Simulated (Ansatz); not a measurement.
`C[NH][GeH]([F])[Cl]` + NH₃ → `[NH2][GeH]([F])[Cl]` + CH₃NH₂ at 500 K and 1 bar (ligand exchange at a Ge–N bond).

Program: Ansatz. Geometries: PBE0-D4/def2-TZVP. ΔE: electronic, gas phase. CCSD(T)/CBS adds triple-zeta CCSD(T) − MP2 to the extrapolated MP2 energy (def2 sets, frozen cores). This one scheme is used for every species. For Ge outer-core shells are correlated without core-valence functions, which leaves a few kJ/mol of doubt a bond. Scalar relativity is left out up to krypton. One conformer a species, not always the lowest.

```
              species  CCSD(T)/CBS energy (Eh)  H − E (kJ/mol)  S (J/(mol·K))
`C[NH][GeH]([F])[Cl]`              -2731.53480           221.8          432.5
                  NH₃                -56.50880           108.2          211.8
`[NH2][GeH]([F])[Cl]`              -2692.28962           138.0          382.7
               CH₃NH₂                -95.75281           191.8          270.3
```

H − E and S are ideal-gas, rigid-rotor, harmonic terms from PBE0-D4/def2-TZVP, for one conformer and one mirror image of each species. 1 Eh = 2625.50 kJ/mol, R = 8.31446 J/(mol·K).

**Question.** By hand: ΔE, ΔH, ΔS and ΔG.

**Answer.** ΔE = (-2692.28962) + (-95.75281) − (-2731.53480) − (-56.50880) = 0.00117 Eh = 3.1 kJ/mol. Δ(H − E) = 138.0 + 191.8 − 221.8 − 108.2 = -0.2, so ΔH = 2.9 kJ/mol. ΔS = 382.7 + 270.3 − 432.5 − 211.8 = 8.7 J/(mol·K). ΔG = 2.9 − 500 × (8.7)/1000 = -1.4 kJ/mol.

**Question.** By hand: the equilibrium constant, and the temperature at which ΔG would vanish if ΔH and ΔS stayed fixed.

**Answer.** log₁₀ K = −ΔG/(RT ln 10) = 0.1. ΔG = 0 at ΔH/ΔS = 333 K, though so small a ΔH makes that figure unsure.

TΔS isn't small against ΔH here. The sign of ΔG lies within the doubt. A doubt of 5 kJ/mol in ΔE shifts log₁₀ K by 0.5 here. Other conformers and mirror images would add mixing entropy, several J/(mol·K) or more a flexible species. Modes under 60 cm⁻¹, often nearly free rotors, make the harmonic entropy too high. These are equilibria of isolated gas molecules and say nothing of rates. Largest T1 diagnostic: 0.011 (customary marks: 0.02 for closed shells, 0.045 for open ones).
